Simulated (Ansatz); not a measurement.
Calculated with Ansatz (gas phase, PBE0-D4/def2-TZVP geometries, no zero-point term in ΔE). CCSD(T)/CBS is the MP2 limit (def2-TZVPP, def2-QZVPP) plus CCSD(T) − MP2 in def2-TZVPP, frozen cores. This one scheme is used for every species. Functionals use def2-TZVPP. One conformer a species, not always the lowest.

`N=C1[SiH2]C1Cl` + H–F → `N=C1[SiH2]C1F` + HCl  (substitution at a C–Cl bond)

`N=C1[SiH2]C1Cl`:

```xyz
9

N     1.925    0.020    0.560
C     0.797    0.104    0.013
Si   -0.458   -0.692   -1.085
C    -0.591    0.531    0.358
Cl   -1.201    0.356    1.994
H     1.916    0.481    1.477
H    -0.690   -2.134   -0.864
H    -0.871   -0.186   -2.412
H    -0.827    1.519   -0.042
```

H–F:

Cartesian coordinates in Å:
```
F -0.441 0.124 -0.046
H 0.441 -0.124 0.046
```

`N=C1[SiH2]C1F`:

Cartesian coordinates in Å:
```
N 0.785 -0.742 1.668
C 0.149 -0.421 0.632
Si -0.772 0.873 -0.366
C 0.423 -0.536 -0.816
F 1.685 -0.522 -1.315
H 0.347 -0.358 2.506
H -0.283 2.252 -0.150
H -2.154 0.786 -0.891
H -0.181 -1.332 -1.268
```

HCl:

```xyz
2

Cl   -0.011   -0.614    0.179
H     0.011    0.614   -0.179
```

CCSD(T)/CBS gives +43.3 kJ/mol.

Q: Another level gave +30.1 kJ/mol. Which?
A. CCSD(T)/def2-TZVPP
B. MP2/def2-TZVPP
C. PBE0/def2-TZVPP
D. SCS-MP2/def2-TZVPP

A: C. PBE0 30.1, CCSD(T)/def2-TZVPP 37.0, SCS-MP2/def2-TZVPP 43.0, MP2/def2-TZVPP 50.8 kJ/mol.

Largest T1 diagnostic among the species: 0.015.

From PBE to PBE0 (25 % exact exchange), in def2-TZVPP and without D4, ΔE moves by +5.2 kJ/mol. In def2-TZVPP, CCSD(T) changes the Hartree–Fock value by +13.5 kJ/mol (the triples alone add +1.9 kJ/mol) and MP2 by +27.3 kJ/mol.
